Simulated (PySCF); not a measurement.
`C(#C)C1([C@@H]2C[C@H]2[S-])CC1`, [C₈H₉S]-, charge -1

Geometry:
| atom | x (Å) | y (Å) | z (Å) |
| --- | --- | --- | --- |
| C1 | 1.703 | 1.948 | -1.623 |
| C2 | 1.200 | 1.058 | -0.994 |
| C3 | 0.568 | 0.014 | -0.247 |
| C4 | -0.930 | 0.137 | -0.226 |
| C5 | -1.625 | 0.838 | 0.912 |
| C6 | -1.819 | -0.643 | 0.713 |
| S7 | -3.347 | -1.325 | 0.156 |
| C8 | 1.333 | -0.523 | 0.937 |
| C9 | 1.210 | -1.354 | -0.301 |
| H10 | 2.130 | 2.729 | -2.178 |
| H11 | -1.347 | 0.318 | -1.213 |
| H12 | -1.014 | 1.180 | 1.741 |
| H13 | -2.447 | 1.498 | 0.671 |
| H14 | -1.315 | -1.284 | 1.438 |
| H15 | 0.772 | -0.817 | 1.811 |
| H16 | 2.293 | -0.077 | 1.161 |
| H17 | 0.539 | -2.200 | -0.279 |
| H18 | 2.087 | -1.492 | -0.918 |

Total charge -1.

Computed with PySCF 2.14.0, TDDFT LC-wPBE/def2-SVPD circular dichroism and optical rotation, one conformer, gas phase. Geometry: GFN2-xTB.

The molecule is flexible and this is one conformer; a measurement averages over conformers. For a gas-phase anion, states above the detachment energy (about 2.6 eV, taken as minus the energy of the highest occupied orbital) lie in the continuum and depend on the basis.

Task: Draw the ECD and absorption spectra from the lowest 8 states, each a Gaussian of half-width 0.3 eV at 1/e height.

Result: 
| E (eV) | λ (nm) | Δε (L mol⁻¹ cm⁻¹) | ε (L mol⁻¹ cm⁻¹) |
| --- | --- | --- | --- |
| 4.16 | 298 | +0.11 | 70.5 |
| 4.26 | 291 | +0.26 | 243 |
| 4.36 | 284 | +0.50 | 687 |
| 4.46 | 278 | +0.77 | 1590 |
| 4.56 | 272 | +1.18 | 3080 |
| 4.66 | 266 | +2.10 | 4990 |
| 4.76 | 260 | +4.08 | 6900 |
| 4.86 | 255 | +7.07 | 8270 |
| 4.96 | 250 | +9.74 | 8750 |
| 5.06 | 245 | +10.05 | 8350 |
| 5.16 | 240 | +6.90 | 7370 |
| 5.26 | 236 | +1.42 | 6170 |

Δε uses R in velocity form, ε uses f in length form. Only the states computed contribute, so the short-wavelength end is incomplete.
